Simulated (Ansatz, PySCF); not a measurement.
Isomers of CH2O: 1 is O=C, 2 is [CH]O; one conformer of each (the lowest of an xTB search), B3LYP-D3(BJ)/def2-TZVP minima.
Isomer 1 (charge 0, multiplicity 1):
```xyz
4

C     -0.006     0.001     0.000
O      1.187    -0.121    -0.004
H     -0.495     0.994     0.003
H     -0.686    -0.874     0.001
```
Isomer 2 (charge 0, multiplicity 1):
```xyz
4

C      0.62644     0.54951    -0.00419
O     -0.67175     0.42399     0.01016
H      1.06284    -0.48198    -0.01521
H     -1.01754    -0.49152     0.00924
```

No zero-point or thermal terms.

Cores are frozen in the correlated methods. CBS(a, b) extrapolates the correlation energy as X⁻³ and adds the Hartree–Fock energy of set b.

Codes used: Ansatz (Gaussian orbitals); PySCF for the dispersion terms. Each number belongs to the level named beside it.

PBE/def2-TZVPP gives 58.05 kcal/mol for the electronic energy of isomer 2 less that of isomer 1.

**Question.** Where do these levels fall relative to PBE: PBE-D3(BJ)/def2-TZVPP, r2SCAN/def2-TZVPP, B3LYP/def2-TZVPP, wB97M-V/def2-TZVPP, B2PLYP/def2-TZVPP, MP2/CBS(cc-pVTZ, cc-pVQZ), CCSD(T)/CBS(cc-pVTZ, cc-pVQZ).

**Answer.** PBE-D3(BJ)/def2-TZVPP 0.01; r2SCAN/def2-TZVPP 0.55; B3LYP/def2-TZVPP -0.73; wB97M-V/def2-TZVPP -2.94; B2PLYP/def2-TZVPP 0.29; MP2/CBS(cc-pVTZ, cc-pVQZ) 2.77; CCSD(T)/CBS(cc-pVTZ, cc-pVQZ) -1.43 kcal/mol. 4 of 7 lie above PBE; the widest gap is to wB97M-V/def2-TZVPP.

Ansatz is a quantum-chemistry and plane-wave program.
